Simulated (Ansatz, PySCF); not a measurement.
Gas-phase reaction (SMILES): CNB(O)O [methylaminoboronic acid] + Cl (HCl) -> OB(O)Cl + CN (CH5N) [methanamine]; hydrogen chloride cleaves one B-N bond, a model of a ligand-exchange step.

Geometries: B3LYP-D3(BJ)/def2-TZVP minima from Ansatz (a program for electronic structure), one conformer each, not searched for the lowest. Correlated levels leave the core frozen unless marked. Spin-orbit coupling is left out. Non-relativistic. CBS(X,Y): correlation extrapolated as X^-3; Hartree-Fock from the larger set. [CCSD(T)-MP2]/basis is that difference in the basis named. Thermal terms are rigid-rotor harmonic-oscillator values from B3LYP-D3(BJ) frequencies (Ansatz or PySCF) at 298.15 K and 1 atm. 1 Eh = 627.5095 kcal/mol.

```json
[
 {"species": "CNB(O)O", "E, RI-MP2/CBS(aug-cc-pV(T+d)Z,aug-cc-pV(Q+d)Z)+[CCSD(T)-MP2]/aug-cc-pV(T+d)Z (Ansatz) (Eh)": "-271.64891", "E, r2SCAN-D4/def2-TZVPD (Ansatz + dftd4) (Eh)": "-271.87813", "H - E (Eh)": "0.09587"},
 {"species": "Cl (HCl)", "E, RI-MP2/CBS(aug-cc-pV(T+d)Z,aug-cc-pV(Q+d)Z)+[CCSD(T)-MP2]/aug-cc-pV(T+d)Z (Ansatz) (Eh)": "-460.37874", "E, r2SCAN-D4/def2-TZVPD (Ansatz + dftd4) (Eh)": "-460.78611", "H - E (Eh)": "0.01000"},
 {"species": "OB(O)Cl", "E, RI-MP2/CBS(aug-cc-pV(T+d)Z,aug-cc-pV(Q+d)Z)+[CCSD(T)-MP2]/aug-cc-pV(T+d)Z (Ansatz) (Eh)": "-636.27023", "E, r2SCAN-D4/def2-TZVPD (Ansatz + dftd4) (Eh)": "-636.82488", "H - E (Eh)": "0.04002"},
 {"species": "CN (CH5N)", "E, RI-MP2/CBS(aug-cc-pV(T+d)Z,aug-cc-pV(Q+d)Z)+[CCSD(T)-MP2]/aug-cc-pV(T+d)Z (Ansatz) (Eh)": "-95.75128", "E, r2SCAN-D4/def2-TZVPD (Ansatz + dftd4) (Eh)": "-95.83428", "H - E (Eh)": "0.06816"}
]
```

**Question.** Work out ΔE and ΔH at 298.15 K at the first level, then ΔH at the second.

**Answer.** 
1. ΔE = [(-636.27023) + (-95.75128)] - [(-271.64891) + (-460.37874)] = 0.00614 Eh = 3.9 kcal/mol at RI-MP2/CBS(aug-cc-pV(T+d)Z,aug-cc-pV(Q+d)Z)+[CCSD(T)-MP2]/aug-cc-pV(T+d)Z.
2. The terms H - E add up to 0.00231 Eh, so ΔH = (0.00614 + (0.00231))×627.5095 = 5.3 kcal/mol.
3. At r2SCAN-D4/def2-TZVPD the same steps give ΔE = 3.2 and ΔH = 4.6 kcal/mol, a shift of -0.7 from the first level.
4. These values are not checked against measurement here, since the tables used lack a sound gas-phase enthalpy of formation for at least one species.
